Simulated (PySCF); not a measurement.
SMILES OB(O)[SiH2][SiH2][SiH3] (H₉BO₂Si₃), GFN2-xTB optimised geometry.

```
15

O      1.95    -2.07    -1.19
B      1.31    -2.18     0.00
O      1.97    -2.21     1.18
Si    -0.65    -2.18     0.00
Si    -1.52    -0.01     0.00
Si    -0.34     1.51    -1.30
H      2.91    -2.02    -1.20
H      2.93    -2.17     1.17
H     -1.22    -2.86    -1.18
H     -1.24    -2.92     1.13
H     -2.93     0.00    -0.41
H     -1.58     0.53     1.37
H      1.11     1.33    -1.12
H     -0.59     1.36    -2.73
H     -0.58     2.92    -1.00
```

Density from PBE0/def2-TZVP (PySCF 2.14.0) at that geometry.

Minimum of the electron density along straight lines between bonded atoms, close to the bond critical point (lines longer than 1.1 times the sum of covalent radii, or with two minima, are not listed):

```csv
bond,length / Å,ρ at the minimum / e bohr⁻³,∇²ρ there / e bohr⁻⁵,position (fraction from the first atom)
O1–B2,1.355,0.210,0.99,0.67
B2–O3,1.355,0.210,1.00,0.33
B2–Si4,1.959,0.119,(withheld),0.61
Si4–Si5,2.332,0.092,(withheld),0.45
Si5–Si6,2.316,0.095,-0.17,0.47
O1–H7,0.961,0.359,-2.45,0.81
O3–H8,0.961,0.359,-2.45,0.81
Si4–H9,1.476,0.119,0.19,0.49
Si4–H10,1.474,0.120,0.19,0.49
Si5–H11,1.472,0.120,0.19,0.49
Si5–H12,1.476,0.119,0.19,0.49
Si6–H13,1.471,0.121,0.20,0.49
Si6–H14,1.465,0.122,0.20,0.49
Si6–H15,1.466,0.122,0.19,0.49
```

Q: Fill in the missing entries.

A: 
- B2–Si4, ∇²ρ there / e bohr⁻⁵: 0.00
- Si4–Si5, ∇²ρ there / e bohr⁻⁵: -0.16
